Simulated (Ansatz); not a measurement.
`N[SiH2]CS` → `NC([SiH3])S`  (isomerisation)

Computed with Ansatz on PBE0-D4/def2-TZVP structures; ΔE is electronic, products minus reactants. CBS: MP2 limit from def2 TZ/QZ plus the TZ coupled-cluster correction, frozen cores. Functionals use def2-TZVPP. B3LYP here is the variant with VWN-RPA as its local correlation; programs differ in this. Each species was taken in one conformer, which may not be the lowest.

`N[SiH2]CS`:

Z-matrix (Å, degrees):
```
Si
C 1 1.875
N 1 1.722 2 110.3
H 1 1.494 2 107.4 3 123.3
H 1 1.484 2 109.8 3 -117.2
S 2 1.810 1 111.3 3 52.6
H 2 1.094 1 108.6 3 169.9
H 2 1.093 1 111.9 3 -71.9
H 3 1.006 1 119.5 2 -135.0
H 3 1.007 1 121.3 2 79.1
H 6 1.346 2 96.2 1 -37.7
```

`NC([SiH3])S`:

Cartesian coordinates in Å:
```
N -0.952 1.190 0.080
C -0.232 0.035 0.579
Si 0.370 -1.052 -0.848
S 1.199 0.536 1.571
H -1.787 0.909 -0.421
H -1.224 1.804 0.840
H -0.794 -0.591 1.291
H 0.905 -2.326 -0.308
H 1.423 -0.323 -1.599
H -0.764 -1.352 -1.770
H 1.855 1.171 0.584
```

| level | ΔE (kJ/mol) |
| --- | --- |
| PBE-D4 | 119.7 |
| r2SCAN-D4 | 129.4 |
| ωB97M-V | 129.0 |
| B2PLYP | 129.6 |
| r2SCAN | 129.5 |
| B3LYP | 127.8 |
| CCSD/def2-TZVPP | 128.2 |
| CCSD/CBS(def2) | 131.0 |

What does CCSD(T)/CBS give? (Estimate.)

The calculation gave: +129.2 kJ/mol. The listed levels differ from it by -9.5, 0.2, -0.2, 0.4, 0.3, -1.4, -1.0, 1.8 kJ/mol.

Largest T1 diagnostic among the species: 0.011.

From PBE to PBE0 (25 % exact exchange), in def2-TZVPP and without D4, ΔE moves by +5.0 kJ/mol.

CCSD(T)/CBS has its own doubt, a few kJ/mol and more with outer-core shells, so smaller differences from it don't rank the levels.
